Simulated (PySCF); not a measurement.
C3H6N2Si, SMILES C1=NC[SiH2]N=C1.

Geometry: PBE-D3(BJ)/def2-SVP. The structure was generated by enumeration, and PubChem lists no compound with its InChIKey, so it may never have been made. The values are those of a single conformer.

The numbers are results of PySCF with PBE-D3(BJ)/def2-SVP, not measurements.

Frequencies are harmonic and unscaled.

Give all harmonic wavenumbers and intensities. (An estimate is asked for; the answer gives what the named calculation found.)


```csv
mode,ν (cm⁻¹),IR (km/mol),moving atoms (share of kinetic energy)
1,78,1.6,"H 44 %, C 31 %, N 15 %, Si 10 %"
2,226,11.3,"N 46 %, H 29 %, C 24 %"
3,354,8.1,"Si 28 %, N 26 %, H 25 %, C 22 %"
4,432,1.9,"N 52 %, C 26 %, H 15 %"
5,445,4.0,"H 45 %, C 31 %, N 16 %"
6,502,19.3,"H 55 %, Si 15 %, C 15 %, N 14 %"
7,640,6.3,"C 51 %, H 29 %, Si 15 %"
8,678,12.0,"N 44 %, Si 24 %, H 23 %, C 9 %"
9,696,19.5,"H 71 %, N 15 %"
10,757,36.5,"H 63 %, C 25 %"
11,811,25.3,"H 63 %, Si 14 %, C 14 %, N 10 %"
12,829,36.6,"H 79 %, C 15 %"
13,859,75.4,"C 49 %, N 25 %, H 24 %"
14,886,34.9,"C 66 %, N 19 %, H 14 %"
15,913,100.2,H 95 %
16,959,0.7,"C 54 %, H 28 %, N 18 %"
17,985,2.9,"H 52 %, C 43 %"
18,1138,12.7,"H 82 %, C 14 %"
19,1208,5.0,"H 78 %, C 19 %"
20,1330,5.0,"H 84 %, N 11 %"
21,1347,1.8,"H 81 %, C 11 %"
22,1354,6.2,"H 88 %, C 9 %"
23,1613,42.5,"C 55 %, N 44 %"
24,1685,18.7,"C 55 %, N 40 %"
25,2164,104.3,H 97 %
26,2179,107.3,H 96 %
27,2926,84.8,H 92 %
28,2950,3.9,H 94 %
29,3010,26.0,"H 91 %, C 9 %"
30,3012,36.2,"H 92 %, C 8 %"
```
